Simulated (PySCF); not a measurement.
[Nd(BH4)2]+ at several levels of theory

Computed with PySCF 2.14.0 (density fitting, no spin-orbit coupling) at the geometry relaxed with r2SCAN:

```xyz
11
[Nd(BH4)2]+ (singlet in the valence; each metal's 4f electrons, 3 of them, lie in its core potential, out of spins and levels)
Nd    0.0000    0.0000    0.0000
B     0.0000    0.0000    2.4998
H     0.0000    0.0000    3.6964
H     1.1497    0.0005    1.9672
H    -0.5753    0.9954    1.9672
H    -0.5744   -0.9959    1.9672
B     0.0000    0.0000   -2.4998
H     0.0000    0.0000   -3.6964
H     1.1497   -0.0005   -1.9672
H    -0.5753   -0.9954   -1.9672
H    -0.5744    0.9959   -1.9672
```

```
 level                                                 basis    state  HOMO (eV)  gap (eV)  charge on Nd1 (e)  population of f-type functions on Nd1 (polarisation alone where 4f lies in the core)  dipole about the centre of mass (D)  largest force component (eV/Å)
r2SCAN     Nd lcecp-1-SVP with ECP49, B def2-SVP, H def2-SVP  singlet     -12.61      4.21               1.15                                                                                  0.06                                 0.00                            0.01
 B3LYP                                              the same  singlet     -13.46      5.02               1.02                                                                                  0.06                                 0.00                            0.13
r2SCAN  Nd lcecp-1-TZVP with ECP49, B def2-TZVP, H def2-TZVP  singlet     -12.63      4.29               1.35                                                                                  0.07                                 0.00                            0.34
```

In the lcecp rows the 4f levels are missing from HOMO and gap, and the state counts the valence alone.

Charges are Mulliken's, which hang on the basis. The relaxation used the grid (50, 194), these runs (75, 302) or, all-electron (x2c bases, spin-free X2C Hamiltonian), (99, 590).

Question: A further run in the first row's basis gives HOMO (eV) -13.07, gap (eV) 4.74, charge on Nd1 (e) 1.16, population of f-type functions on Nd1 (polarisation alone where 4f lies in the core) 0.06, dipole about the centre of mass (D) 0.00, largest force component (eV/Å) 0.09. Which level was it?
A. BP86
B. TPSSh
C. BLYP

Answer: B. The others give HOMO -12.37 eV (BP86); -12.16 eV (BLYP).

In the first row's basis the gap widens with exact exchange: 3.3 to 4.2 eV for BLYP, BP86, r2SCAN (none); 4.7 to 5.0 eV for TPSSh, B3LYP (a fixed share).

No frequency check is given that shows the relaxed geometry to be a minimum. An lcecp potential fixes the number of 4f electrons, so in runs with it no electron can move into or out of that shell.
